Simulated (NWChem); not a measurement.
System: C4H8O; SMILES C=C(C)OC

Here is an NWChem input.

```
start job
memory heap 200 mb stack 900 mb global 1100 mb
geometry units angstroms noautosym nocenter noautoz
  C      1.441599    -0.454632     0.000000
  C      0.098964    -0.475529     0.000000
  C     -0.726973    -1.720290     0.000000
  O     -0.698516     0.615089     0.000000
  C     -0.095767     1.877512     0.000000
  H      1.990410    -1.396287     0.000000
  H      2.024470     0.466539     0.000000
  H     -1.381824    -1.740731     0.885381
  H     -1.381824    -1.740731    -0.885381
  H     -0.097035    -2.618099     0.000000
  H     -0.905133     2.619110     0.000000
  H      0.532431     2.028397    -0.896208
  H      0.532431     2.028397     0.896208
end
basis spherical
  * library 6-311g**
end
dft
  xc b3lyp
  iterations 150
end
property
  shielding 11 1 2 3 4 5 6 7 8 10 11 12
end
task dft property
```

Parts of the log:

```
             Northwest Computational Chemistry Package (NWChem) 7.3.0
             --------------------------------------------------------

                             Geometry "geometry" -> ""
                             -------------------------

 Output coordinates in angstroms (scale by  1.889725989 to convert to a.u.)

  No.       Tag          Charge          X              Y              Z
 ---- ---------------- ---------- -------------- -------------- --------------
    1 C                    6.0000     1.44159900    -0.45463200     0.00000000
    2 C                    6.0000     0.09896400    -0.47552900     0.00000000
    3 C                    6.0000    -0.72697300    -1.72029000     0.00000000
    4 O                    8.0000    -0.69851600     0.61508900     0.00000000
    5 C                    6.0000    -0.09576700     1.87751200     0.00000000
    6 H                    1.0000     1.99041000    -1.39628700     0.00000000
    7 H                    1.0000     2.02447000     0.46653900     0.00000000
    8 H                    1.0000    -1.38182400    -1.74073100     0.88538100
    9 H                    1.0000    -1.38182400    -1.74073100    -0.88538100
   10 H                    1.0000    -0.09703500    -2.61809900     0.00000000
   11 H                    1.0000    -0.90513300     2.61911000     0.00000000
   12 H                    1.0000     0.53243100     2.02839700    -0.89620800
   13 H                    1.0000     0.53243100     2.02839700     0.89620800

 Effective nuclear repulsion energy (a.u.)     180.4961413585

                              NWChem Property Module
                              ----------------------

  itol2e modified to match energy
  convergence criterion.

                                 NWChem DFT Module
                                 -----------------

 Summary of "ao basis" -> "ao basis" (spherical)
 ------------------------------------------------------------------------------
       Tag                 Description            Shells   Functions and Types
 ---------------- ------------------------------  ------  ---------------------
 C                          6-311g**                 8       18   4s3p1d
 O                          6-311g**                 8       18   4s3p1d
 H                          6-311g**                 4        6   3s1p

  itol2e modified to match energy
  convergence criterion.

            General Information
            -------------------
          SCF calculation type: DFT
          Wavefunction type:  closed shell.
          No. of atoms     :    13
          No. of electrons :    40
           Alpha electrons :    20
            Beta electrons :    20
          Charge           :     0
          Spin multiplicity:     1
          Use of symmetry is: off; symmetry adaption is: off
          Maximum number of iterations: 150
          AO basis - number of functions:   138
                     number of shells:    72
          Convergence on energy requested:  1.00D-07
          Convergence on density requested:  1.00D-05
          Convergence on gradient requested:  5.00D-04

              XC Information
              --------------
                         B3LYP Method XC Potential
                     Hartree-Fock (Exact) Exchange  0.200
                        Slater Exchange Functional  0.800 local
                    Becke 1988 Exchange Functional  0.720 non-local
              Lee-Yang-Parr Correlation Functional  0.810
                  VWN I RPA Correlation Functional  0.190 local

             Grid Information
             ----------------
          Grid used for XC integration:  fine
          Radial quadrature: Mura-Knowles
          Angular quadrature: Lebedev.
          Tag              B.-S. Rad. Rad. Pts. Rad. Cut. Ang. Pts.
          ---              ---------- --------- --------- ---------
          C                   0.70       70          12.0       590
          O                   0.60       70          10.0       590
          H                   0.35       60          13.0       590
          Grid pruning is: on
          Number of quadrature shells:   830
          Spatial weights used:  Erf1

      Superposition of Atomic Density Guess
      -------------------------------------

 Sum of atomic energies:        -229.44880966

      Non-variational initial energy
      ------------------------------

 Total energy =    -232.568716
 1-e energy   =    -666.584280
 2-e energy   =     253.519423
 HOMO         =      -0.272244
 LUMO         =       0.053381

   convergence    iter        energy       DeltaE   RMS-Dens  Diis-err
 ---------------- ----- ----------------- --------- --------- ---------
 d= 0,ls=0.0,diis     1   -232.4307245051 -4.13D+02  4.36D-03  8.48D-01
 d= 0,ls=0.0,diis     2   -232.4623712000 -3.16D-02  2.90D-03  3.87D-01
 d= 0,ls=0.0,diis     3   -232.4856275165 -2.33D-02  1.43D-03  1.56D-01
 d= 0,ls=0.0,diis     4   -232.5025270761 -1.69D-02  3.66D-04  6.14D-03
 d= 0,ls=0.0,diis     5   -232.5031873626 -6.60D-04  1.06D-04  8.94D-04
  Resetting Diis
 d= 0,ls=0.0,diis     6   -232.5032616404 -7.43D-05  3.47D-05  7.04D-05
 d= 0,ls=0.0,diis     7   -232.5032690756 -7.44D-06  1.32D-05  1.50D-06
 d= 0,ls=0.0,diis     8   -232.5032688431  2.32D-07  7.79D-06  3.66D-06
 d= 0,ls=0.0,diis     9   -232.5032692490 -4.06D-07  1.14D-06  1.09D-07
 d= 0,ls=0.0,diis    10   -232.5032692586 -9.55D-09  3.76D-07  7.29D-09

         Total DFT energy =     -232.503269258569
      One electron energy =     -671.326009840002
           Coulomb energy =      291.643877439236
    Exchange-Corr. energy =      -33.317278216326
 Nuclear repulsion energy =      180.496141358522

 Numeric. integr. density =       39.999997312424

                       DFT Final Molecular Orbital Analysis
                       ------------------------------------

[...]

          -----------------------------------------
          Chemical Shielding Tensors (GIAO, in ppm)
          -----------------------------------------

                                NWChem CPHF Module
                                ------------------

  scftype          =     RHF
  nclosed          =       20
  nopen            =        0
  variables        =     2360
  # of vectors     =        3
  tolerance        = 0.10D-03
  level shift      = 0.00D+00
  max iterations   =       50
  max subspace     =       30

 SCF residual:    2.2477856299421376E-005

Iterative solution of linear equations
  No. of variables     2360
  No. of equations        3
  Maximum subspace       30
        Iterations       50
       Convergence  1.0D-04

   iter   nsub   residual    time
   ----  ------  --------  ---------
     1      3    4.59D-01      93.6
     2      6    1.74D-02     100.2
     3      9    1.68D-03     106.9
     4     12    5.15D-05     113.6

      Atom:    1  C
        Diamagnetic
    268.7653     -1.2401     -0.0000
     -1.2401    257.9059     -0.0000
     -0.0000     -0.0000    238.7696

        Paramagnetic
   -147.4850     14.1951     -0.0000
     14.1951   -235.4025      0.0000
     -0.0000      0.0000    -75.9896

        Total Shielding Tensor
    121.2802     12.9550     -0.0000
     12.9550     22.5034      0.0000
     -0.0000      0.0000    162.7800

           isotropic =     102.1879
          anisotropy =      90.8882

          Principal Components and Axis System
                 1           2           3
              162.7800    122.9511     20.8325

      1        -0.0000      0.9918     -0.1279
      2        -0.0000      0.1279      0.9918
      3         1.0000      0.0000     -0.0000

      Atom:    2  C
        Diamagnetic
    265.6937     -3.7364     -0.0000
     -3.7364    263.4510     -0.0000
     -0.0000     -0.0000    234.8178

        Paramagnetic
   -224.2594      0.7547     -0.0000
      0.7547   -358.9407      0.0000
     -0.0000      0.0000   -135.1913

        Total Shielding Tensor
     41.4343     -2.9817     -0.0000
     -2.9817    -95.4897     -0.0000
     -0.0000     -0.0000     99.6264

           isotropic =      15.1903
          anisotropy =     126.6542

          Principal Components and Axis System
                 1           2           3
               99.6264    -95.5546     41.4992

      1        -0.0000      0.0218      0.9998
      2        -0.0000      0.9998     -0.0218
      3         1.0000      0.0000      0.0000

      Atom:    3  C
        Diamagnetic
    243.9518      7.5256      0.0000
      7.5256    254.0052      0.0000
      0.0000      0.0000    238.0681

        Paramagnetic
    -83.5068      6.9020     -0.0000
      6.9020    -74.9620     -0.0000
     -0.0000     -0.0000    -98.4217

        Total Shielding Tensor
    160.4450     14.4276     -0.0000
     14.4276    179.0432     -0.0000
     -0.0000     -0.0000    139.6463

           isotropic =     159.7115
          anisotropy =      40.7960

          Principal Components and Axis System
                 1           2           3
              186.9088    152.5794    139.6463

      1         0.4787      0.8780      0.0000
      2         0.8780     -0.4787      0.0000
      3        -0.0000      0.0000      1.0000

      Atom:    4  O
        Diamagnetic
    384.7672     -2.6539     -0.0000
     -2.6539    420.4343     -0.0000
     -0.0000     -0.0000    371.9897

        Paramagnetic
   -202.0689    -72.3102     -0.0000
    -72.3102   -276.9749     -0.0000
     -0.0000     -0.0000    -76.2386

        Total Shielding Tensor
    182.6983    -74.9641     -0.0000
    -74.9641    143.4593     -0.0000
     -0.0000     -0.0000    295.7511

           isotropic =     207.3029
          anisotropy =     132.6723

          Principal Components and Axis System
                 1           2           3
              295.7511    240.5677     85.5899

      1        -0.0000      0.7916      0.6111
      2        -0.0000     -0.6111      0.7916
      3         1.0000      0.0000      0.0000

      Atom:    5  C
        Diamagnetic
    246.2881      4.0750      0.0000
      4.0750    256.6374     -0.0000
      0.0000     -0.0000    242.3856

        Paramagnetic
   -136.6169     22.4655     -0.0000
     22.4655    -91.1132     -0.0000
     -0.0000     -0.0000   -131.4415

        Total Shielding Tensor
    109.6712     26.5405     -0.0000
     26.5405    165.5241     -0.0000
     -0.0000     -0.0000    110.9441

           isotropic =     128.7131
          anisotropy =      71.1165

          Principal Components and Axis System
                 1           2           3
              176.1241    110.9441     99.0712

      1         0.3709     -0.0000      0.9287
      2         0.9287      0.0000     -0.3709
      3        -0.0000      1.0000      0.0000

      Atom:    6  H
        Diamagnetic
     33.9395     -7.4934     -0.0000
     -7.4934     36.2673      0.0000
     -0.0000      0.0000     23.0559

        Paramagnetic
     -3.2065      7.1082      0.0000
      7.1082     -9.0014      0.0000
      0.0000      0.0000      2.8368

        Total Shielding Tensor
     30.7329     -0.3852     -0.0000
     -0.3852     27.2659      0.0000
     -0.0000      0.0000     25.8928

           isotropic =      27.9639
          anisotropy =       4.2170

          Principal Components and Axis System
                 1           2           3
               30.7752     27.2237     25.8928

      1         0.9940      0.1091      0.0000
      2        -0.1091      0.9940     -0.0000
      3        -0.0000      0.0000      1.0000

      Atom:    7  H
        Diamagnetic
     34.4542      5.0916     -0.0000
      5.0916     35.0744     -0.0000
     -0.0000     -0.0000     21.8824

        Paramagnetic
     -1.9015     -4.5229      0.0000
     -4.5229     -9.1376     -0.0000
      0.0000     -0.0000      4.0330

        Total Shielding Tensor
     32.5527      0.5687      0.0000
      0.5687     25.9368     -0.0000
      0.0000     -0.0000     25.9154

           isotropic =      28.1349
          anisotropy =       6.6994

          Principal Components and Axis System
                 1           2           3
               32.6012     25.9154     25.8882

      1         0.9964      0.0000     -0.0850
      2         0.0850     -0.0000      0.9964
      3         0.0000      1.0000      0.0000

      Atom:    8  H
        Diamagnetic
     29.5091      3.4378     -7.3058
      3.4378     26.9181     -2.2220
     -7.3058     -2.2220     30.9691

        Paramagnetic
      0.7623     -1.6123      3.6585
     -1.6123      2.2114      0.7940
      3.6585      0.7940     -0.7837

        Total Shielding Tensor
     30.2714      1.8255     -3.6473
      1.8255     29.1294     -1.4280
     -3.6473     -1.4280     30.1855

           isotropic =      29.8621
          anisotropy =       7.4224

          Principal Components and Axis System
                 1           2           3
               34.8104     28.2334     26.5425

      1         0.6676     -0.1615      0.7268
      2         0.3760      0.9157     -0.1419
      3        -0.6426      0.3681      0.6720

      Atom:    9  H
        Diamagnetic
     27.8372     -3.7846     -0.0000
     -3.7846     38.4474      0.0000
     -0.0000      0.0000     22.5541

        Paramagnetic
      2.1430      2.5268      0.0000
      2.5268     -4.2204     -0.0000
      0.0000     -0.0000      3.6321

        Total Shielding Tensor
     29.9802     -1.2577      0.0000
     -1.2577     34.2270      0.0000
      0.0000      0.0000     26.1862

           isotropic =      30.1312
          anisotropy =       6.6606

          Principal Components and Axis System
                 1           2           3
               34.5715     29.6357     26.1862

      1        -0.2642      0.9645     -0.0000
      2         0.9645      0.2642     -0.0000
      3         0.0000      0.0000      1.0000

      Atom:   10  H
        Diamagnetic
     30.6775     -6.9645      0.0000
     -6.9645     35.8926     -0.0000
      0.0000     -0.0000     23.5260

        Paramagnetic
     -3.7707      5.3607     -0.0000
      5.3607     -3.0928      0.0000
     -0.0000      0.0000      0.7512

        Total Shielding Tensor
     26.9067     -1.6039      0.0000
     -1.6039     32.7998      0.0000
      0.0000      0.0000     24.2772

           isotropic =      27.9946
          anisotropy =       7.8201

          Principal Components and Axis System
                 1           2           3
               33.2080     26.4985     24.2772

      1        -0.2467      0.9691     -0.0000
      2         0.9691      0.2467     -0.0000
      3        -0.0000      0.0000      1.0000

      Atom:   11  H
        Diamagnetic
     28.4340      2.4760     -6.5380
      2.4760     28.9513     -3.9738
     -6.5380     -3.9738     30.7721

        Paramagnetic
     -1.4615     -0.2195      4.7861
     -0.2195      1.0996      0.8743
      4.7861      0.8743     -2.4148

        Total Shielding Tensor
     26.9725      2.2566     -1.7519
      2.2566     30.0509     -3.0995
     -1.7519     -3.0995     28.3573

           isotropic =      28.4602
          anisotropy =       7.7711

          Principal Components and Axis System
                 1           2           3
               33.6410     25.9928     25.7468

      1         0.3938     -0.0795      0.9158
      2         0.7299      0.6326     -0.2589
      3        -0.5587      0.7704      0.3071
```

Level: B3LYP/6-311G** (spherical d), GIAO. Geometry: optimised at PBE0/def2-SVP. Not confirmed as a minimum by frequencies. The output numbers the shielded atoms by their place in the input's list. The printed shielding anisotropy is the first printed principal value minus the mean of the other two.
